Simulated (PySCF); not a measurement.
## Bonding in pentafluoropropionic acid

Species: pentafluoropropionic acid, C3HF5O2.
SMILES with atom numbers: `[O:1]=[C:2]([OH:3])[C:4]([F:5])([F:6])[C:7]([F:8])([F:9])[F:10]` (hydrogens: H11 on O3)

Geometry (PBE0-D3(BJ)/def2-SVP, Å), atoms numbered from 1 in this order:
```xyz
11
C3HF5O2 angstrom
O      1.3192    0.0662   -1.8351
C      0.9065   -0.3227   -0.7857
O      1.6246   -0.8762    0.1820
C     -0.5789   -0.2458   -0.3821
F     -1.2740    0.2353   -1.4111
F     -1.0270   -1.4741   -0.0781
C     -0.8301    0.6721    0.8344
F     -2.1261    0.8952    0.9746
F     -0.2089    1.8324    0.6396
F     -0.3669    0.1191    1.9431
H      2.5484   -0.9017   -0.1153
```

Bond orders from the PBE0/pcSseg-1 density (PySCF). The structure is a single PBE0-D3(BJ)/def2-SVP conformer in the gas phase; no vibrational or solvent corrections.

Question: How far do the computed orders between heavy atoms stray from the drawn ones?

Answer: The largest departure is 0.168, at C2–O3 (drawn single, 1.168). Drawn single, order above 1.12: C2–O3 (1.168). Drawn single, order below 0.88: C2–C4 (0.849).

Question: Give the Mayer order of every bond between heavy atoms, beside its length.

Answer: 
```csv
bond,drawn as,length (Å),Mayer order
O1–C2,double,1.193,2.015
C2–O3,single,1.326,1.168
C2–C4,single,1.541,0.849
C4–F5,single,1.332,0.997
C4–F6,single,1.342,0.967
C4–C7,single,1.544,0.891
C7–F8,single,1.322,1.031
C7–F9,single,1.330,1.016
C7–F10,single,1.323,1.038
```

Bonds between the same two heavy elements. C–O: lowest C2–O3 (1.168, 1.326 Å), highest O1–C2 (2.015, 1.193 Å). C–C: lowest C2–C4 (0.849, 1.541 Å), highest C4–C7 (0.891, 1.544 Å); in 1 of the 1 pairs the longer bond (by over 0.003 Å) has the higher order (by 0.02 or more). C–F: lowest C4–F6 (0.967, 1.342 Å), highest C7–F10 (1.038, 1.323 Å).

Question: And the bonds to hydrogen?

Answer: H–O: 0.92 (1 bond).

Question: Sum the orders of all bonds at each heavy atom with more than one neighbour and set the sums beside the valence in the SMILES.

Answer: C2 4.032 (drawn 4), O3 2.091 (drawn 2), C4 3.704 (drawn 4), C7 3.976 (drawn 4). Orders between atoms that aren't bonded are not in these sums.

The Mayer order sums products of elements of PS (density times overlap matrix) between the two atoms' basis functions, so it depends on the basis set.

These values come from a run that also computed NMR shieldings. The run took 17 s on one thread of an x86-64 server, shared host.
